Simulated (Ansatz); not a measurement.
A series at B: from `BrB(Br)Br`, ligands are replaced one by one, each step taking up H–F and setting free HBr; n counts the steps. Ansatz, PBE0-D4/def2-TZVP geometries.

CBS adds triple-zeta CCSD(T) − MP2 to the MP2 limit, frozen cores; atoms without spin–orbit coupling. Outer-core shells of Br are correlated without core-valence functions. Scalar relativity is left out up to krypton. Spin–orbit coupling is left out.

```csv
n,molecule,"atomization energy, CCSD(T)/CBS (kJ/mol)"
0,`BrB(Br)Br`,?
1,`FB(Br)Br`,1430.3
2,`FB(F)Br`,1693.0
3,`FB(F)F`,1960.8
```

**Question.** By hand: fit a straight line y = ȳ + b (n − n̄) to the 3 given rows and predict n = 0.

**Answer.** n̄ = 2.000, ȳ = 1694.70; Σ(n − n̄)(y − ȳ) = 530.50, Σ(n − n̄)² = 2.000, so b = 265.25 kJ/mol a step. Prediction: 1694.70 + (265.25) × (-2.000) = 1164.2 kJ/mol.

**Question.** By hand: compare with the computed value, 1177.2 kJ/mol, and give the steps along the whole series.

**Answer.** The line misses by 13.0 kJ/mol (computed minus predicted). Steps: 253.1, 262.7, 267.8 kJ/mol.

The steps differ by up to 14.7 kJ/mol, small against a whole step but well beyond the method's doubt, so the ligands' effects don't simply add. The miss is 1.7 % of the series' range. The energies themselves are unsure by some kJ/mol a bond, though much of that is common to the series.
